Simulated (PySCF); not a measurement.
**Dipole response of N⁺ (nitrogen, charge +1)**

[He] 2s2 2p2, high-spin 3P determinant. Calculation: PySCF 2.14, in aug-cc-pVDZ-DK; the spin-free X2C one-electron Hamiltonian (Gaussian nucleus). Coupled (time-dependent) response in atomic units; α is the mean over directions. A double-zeta set is small for polarisabilities.

```tsv
method	mean α (bohr³)	α xx, yy, zz	C₆ (like pair)	S(−4)
UHF	3.940	4.010, 3.905, 3.905	8.372	12.80
PBE	3.871	3.904, 3.855, 3.855	8.429	9.902
PBE0	3.847	3.894, 3.824, 3.824	8.332	10.02
BLYP	3.828	3.877, 3.803, 3.803	8.294	9.497
wB97X	3.916	3.959, 3.894, 3.894	8.591	10.07
```

S(−4) is the Cauchy moment in α(ω) = α(0) + S(−4) ω² + …

α(iu) at wB97X:

| u (hartree) | α(iu) (bohr³) |
| --- | --- |
| 0 | 3.916 |
| 0.0500 | 3.891 |
| 0.100 | 3.819 |
| 0.200 | 3.568 |
| 0.300 | 3.242 |
| 0.500 | 2.584 |
| 0.750 | 1.931 |
| 1.00 | 1.468 |
| 1.50 | 0.9061 |
| 2.00 | 0.6048 |
| 3.00 | 0.3185 |
| 5.00 | 0.1300 |

For an ion, C₆ is the dispersion term alone; charge-induced terms of lower order in 1/R come first.

The components differ because the open shell of this determinant is not spherical; for a pure term their mean is the scalar polarisability.
